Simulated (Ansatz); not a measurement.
Si₁₉PH₃₀, a doped nanocrystal cut from the lattice of silicon (P on a surface site). The state is a doublet with charge 0. Geometry PBE-D4/def2-SVP, basis def2-TZVP, Ansatz.

```tsv
run	HOMO (eV)	LUMO (eV)
A	-3.86	-3.28
B	-4.49	-2.51
C	-4.00	-3.04
D	-3.81	-3.18
```

Single mean-field runs in def2-TZVP are fitted with def2-universal-jkfit. Another isomer (doublet) lies 0.07 eV lower at PBE0-D4/def2-TZVP; other spin states weren't run for this one.

HOMO and LUMO are taken over both spins.

Question: The runs used PBE, PBE0, r2SCAN, revPBE. Estimate which is which.

Answer: A PBE (0 % exact exchange); B PBE0 (25 % exact exchange); C r2SCAN (0 % exact exchange); D revPBE (0 % exact exchange). Exact exchange lowers occupied and raises empty levels; among semilocal functionals meta-GGAs tend to open the gap a little, and such runs are hard to tell apart. The gap grows from 0.58 eV (PBE) to 1.97 eV (PBE0).
